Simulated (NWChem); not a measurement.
System: SiSbH5O2; SMILES [OH][Sb]([OH])[SiH3]

The following NWChem deck was run.

```
start job
memory heap 200 mb stack 900 mb global 1100 mb
geometry units angstroms noautoz
  Sb     0.044246    -0.521784     0.288655
  O      1.316119    -0.918435    -1.195225
  H      1.159756    -0.341187    -1.954076
  O     -1.663593    -0.517789    -0.757944
  H     -2.071986    -1.391920    -0.733739
  Si     0.122726     2.053386    -0.064572
  H     -0.977673     2.739252     0.678028
  H     -0.014000     2.318271    -1.529843
  H      1.436474     2.592970     0.405307
end
basis spherical
  * library def2-svp
end
ecp
  Sb library def2-ecp
end
dft
  xc xpbe96 cpbe96
  iterations 150
  vectors input atomic output neutral.movecs
end
task dft energy
charge 1
dft
  odft
  mult 2
  vectors input atomic output cation.movecs
end
task dft energy
```

Excerpt of the output:

```
             Northwest Computational Chemistry Package (NWChem) 7.3.0
             --------------------------------------------------------

 C1  symmetry detected

                             Geometry "geometry" -> ""
                             -------------------------

 Output coordinates in angstroms (scale by  1.889725989 to convert to a.u.)

  No.       Tag          Charge          X              Y              Z
 ---- ---------------- ---------- -------------- -------------- --------------
    1 Sb                  51.0000    -0.00274413    -0.47399061     0.35856413
    2 O                    8.0000     1.47034086    -0.86993761    -0.92601338
    3 H                    1.0000     1.40896766    -0.31146979    -1.71205823
    4 O                    8.0000    -1.54874610    -0.53026235    -0.91376085
    5 H                    1.0000    -1.93868749    -1.41301992    -0.92643052
    6 Si                  14.0000     0.07154801     2.09489041    -0.03862592
    7 H                    1.0000    -1.13488379     2.76938073     0.52911523
    8 H                    1.0000     0.13389190     2.32775122    -1.51435159
    9 H                    1.0000     1.29623205     2.67401294     0.59591097

 Effective nuclear repulsion energy (a.u.)     492.1527995735

 Summary of "ao basis" -> "ao basis" (spherical)
 ------------------------------------------------------------------------------
       Tag                 Description            Shells   Functions and Types
 ---------------- ------------------------------  ------  ---------------------
 Sb                         def2-svp                10       26   4s4p2d
 O                          def2-svp                 6       14   3s2p1d
 H                          def2-svp                 3        5   2s1p
 Si                         def2-svp                 8       18   4s3p1d

            General Information
            -------------------
          SCF calculation type: DFT
          Wavefunction type:  closed shell.
          No. of atoms     :     9
          No. of electrons :    58
           Alpha electrons :    29
            Beta electrons :    29
          Charge           :     0
          Spin multiplicity:     1
          Use of symmetry is: off; symmetry adaption is: off
          Maximum number of iterations: 150
          AO basis - number of functions:    97
                     number of shells:    45
          Convergence on energy requested:  1.00D-06
          Convergence on density requested:  1.00D-05
          Convergence on gradient requested:  5.00D-04

              XC Information
              --------------
          PerdewBurkeErnzerhof Exchange Functional  1.000
            Perdew 1991 LDA Correlation Functional  1.000 local
           PerdewBurkeErnz. Correlation Functional  1.000 non-local

             Grid Information
             ----------------
          Grid used for XC integration:  medium
          Radial quadrature: Mura-Knowles
          Angular quadrature: Lebedev.
          Tag              B.-S. Rad. Rad. Pts. Rad. Cut. Ang. Pts.
          ---              ---------- --------- --------- ---------
          Sb                  1.45      123          10.0       590
          O                   0.60       49          12.0       434
          H                   0.35       45          13.0       434
          Si                  1.10       88          11.0       590
          Grid pruning is: on
          Number of quadrature shells:   534
          Spatial weights used:  Erf1

      Superposition of Atomic Density Guess
      -------------------------------------

 Sum of atomic energies:        -718.22956147

      Non-variational initial energy
      ------------------------------

 Total energy =    -680.514362
 1-e energy   =   -1564.616762
 2-e energy   =     615.190592
 HOMO         =      -0.243185
 LUMO         =      -0.013267

   convergence    iter        energy       DeltaE   RMS-Dens  Diis-err
 ---------------- ----- ----------------- --------- --------- ---------
 d= 0,ls=0.0,diis     1   -682.5406478083 -9.51D+02  2.85D-02  1.06D+00
 d= 0,ls=0.0,diis     2   -681.7229115626  8.18D-01  2.08D-02  7.98D+00
 d= 0,ls=0.0,diis     3   -682.6715941009 -9.49D-01  2.74D-03  4.23D-02
 d= 0,ls=0.0,diis     4   -682.6751916815 -3.60D-03  1.48D-03  1.55D-02
 d= 0,ls=0.0,diis     5   -682.6756672341 -4.76D-04  7.81D-04  1.27D-02
  Resetting Diis
 d= 0,ls=0.0,diis     6   -682.6770426796 -1.38D-03  1.65D-04  1.86D-04
 d= 0,ls=0.0,diis     7   -682.6770687935 -2.61D-05  7.95D-05  6.04D-06
 d= 0,ls=0.0,diis     8   -682.6770673290  1.46D-06  4.57D-05  1.68D-05
 d= 0,ls=0.0,diis     9   -682.6770697191 -2.39D-06  9.82D-06  1.61D-06
 d= 0,ls=0.0,diis    10   -682.6770698984 -1.79D-07  2.60D-06  5.77D-08

         Total DFT energy =     -682.677069898354
      One electron energy =    -1567.828346758404
           Coulomb energy =      675.269569602008
    Exchange-Corr. energy =      -59.030100933362
 Nuclear repulsion energy =      268.911808191405

 Numeric. integr. density =       57.999993071884

                       DFT Final Molecular Orbital Analysis
                       ------------------------------------

 Vector   27  Occ=2.000000D+00  E=-2.461281D-01
              MO Center=  3.8D-01, -6.8D-01, -7.3D-01, r^2= 3.1D+00
   Bfn.  Coefficient  Atom+Function         Bfn.  Coefficient  Atom+Function
  ----- ------------  ---------------      ----- ------------  ---------------
    31      0.389664  2 O  py                51      0.345644  4 O  pz
    34      0.306249  2 O  py                32      0.270499  2 O  pz
    54      0.268248  4 O  pz                 4     -0.213509  1 Sb s
    35      0.201643  2 O  pz                13     -0.156450  1 Sb pz
     3     -0.140750  1 Sb s                 30      0.100633  2 O  px

 Vector   28  Occ=2.000000D+00  E=-2.434914D-01
              MO Center= -4.4D-01, -5.7D-01, -8.4D-01, r^2= 3.1D+00
   Bfn.  Coefficient  Atom+Function         Bfn.  Coefficient  Atom+Function
  ----- ------------  ---------------      ----- ------------  ---------------
    49      0.378129  4 O  px                30      0.365902  2 O  px
    52      0.292936  4 O  px                33      0.277363  2 O  px
    51     -0.271511  4 O  pz                54     -0.203155  4 O  pz
    50     -0.194981  4 O  py                53     -0.144615  4 O  py
    14      0.104850  1 Sb px                12      0.081797  1 Sb py

 Vector   29  Occ=2.000000D+00  E=-2.142003D-01
              MO Center=  4.8D-02,  1.0D-01,  8.6D-02, r^2= 4.3D+00
   Bfn.  Coefficient  Atom+Function         Bfn.  Coefficient  Atom+Function
  ----- ------------  ---------------      ----- ------------  ---------------
    12      0.346326  1 Sb py                73     -0.252768  6 Si py
    76     -0.238924  6 Si py                 3     -0.236476  1 Sb s
    13     -0.215183  1 Sb pz                31     -0.208013  2 O  py
     4     -0.206560  1 Sb s                 67      0.185077  6 Si s
    16     -0.175323  1 Sb pz                15      0.173810  1 Sb py

 Vector   30  Occ=0.000000D+00  E=-5.983725D-02
              MO Center= -2.2D-01, -2.7D-01,  1.2D-01, r^2= 4.5D+00
   Bfn.  Coefficient  Atom+Function         Bfn.  Coefficient  Atom+Function
  ----- ------------  ---------------      ----- ------------  ---------------
    15      0.460543  1 Sb py                14      0.448114  1 Sb px
    48      0.388976  4 O  s                 68     -0.346698  6 Si s
    76      0.342770  6 Si py                11      0.284797  1 Sb px
    89      0.274594  8 H  s                 16      0.255033  1 Sb pz
    13      0.215266  1 Sb pz                12      0.201439  1 Sb py

 Vector   31  Occ=0.000000D+00  E=-5.583636D-02
              MO Center=  1.5D-01, -8.6D-02,  1.4D-01, r^2= 4.4D+00
   Bfn.  Coefficient  Atom+Function         Bfn.  Coefficient  Atom+Function
  ----- ------------  ---------------      ----- ------------  ---------------
    14      0.500042  1 Sb px                29     -0.419890  2 O  s
    15     -0.411205  1 Sb py                11      0.314137  1 Sb px
    76     -0.295517  6 Si py                89     -0.258373  8 H  s
    84      0.255952  7 H  s                 68      0.242594  6 Si s
    16     -0.215371  1 Sb pz                42      0.200987  3 H  s

 Vector   32  Occ=0.000000D+00  E=-9.198753D-03
              MO Center=  4.0D-02,  9.3D-01,  2.3D-01, r^2= 5.3D+00
   Bfn.  Coefficient  Atom+Function         Bfn.  Coefficient  Atom+Function
  ----- ------------  ---------------      ----- ------------  ---------------
    76      0.792606  6 Si py                15      0.690415  1 Sb py
    68     -0.572126  6 Si s                 77     -0.543794  6 Si pz
     3      0.540841  1 Sb s                  4      0.465767  1 Sb s
    16     -0.410034  1 Sb pz                12      0.338944  1 Sb py
    89     -0.339181  8 H  s                 48     -0.273855  4 O  s

     Multipole analysis of the density
     ---------------------------------

     L   x y z        total         alpha         beta         nuclear
     -   - - -        -----         -----         ----         -------
     0   0 0 0     -0.000000    -29.000000    -29.000000     58.000000

     1   1 0 0     -0.300635     -0.222917     -0.222917      0.145198
     1   0 1 0     -0.154181    -12.617064    -12.617064     25.079947
     1   0 0 1      0.259465      9.615964      9.615964    -18.972463

     2   2 0 0    -40.213747   -100.966089   -100.966089    161.718431
     2   1 1 0      3.679945     -0.661274     -0.661274      5.002493
     2   1 0 1     -0.843803      0.076754      0.076754     -0.997311
     2   0 2 0    -38.591245   -192.925949   -192.925949    347.260653
     2   0 1 1      0.081161    -11.842328    -11.842328     23.765818
     2   0 0 2    -37.443756    -60.209405    -60.209405     82.975053

                                 NWChem DFT Module
                                 -----------------

[...]
```

Level: PBE/def2-SVP with def2 effective core potentials on Sb, vertical spin-unrestricted ions. The geometry was optimised at PBE0/def2-SVP. No frequency run checked for a minimum. def2 effective core potentials on Sb; no spin-orbit coupling.
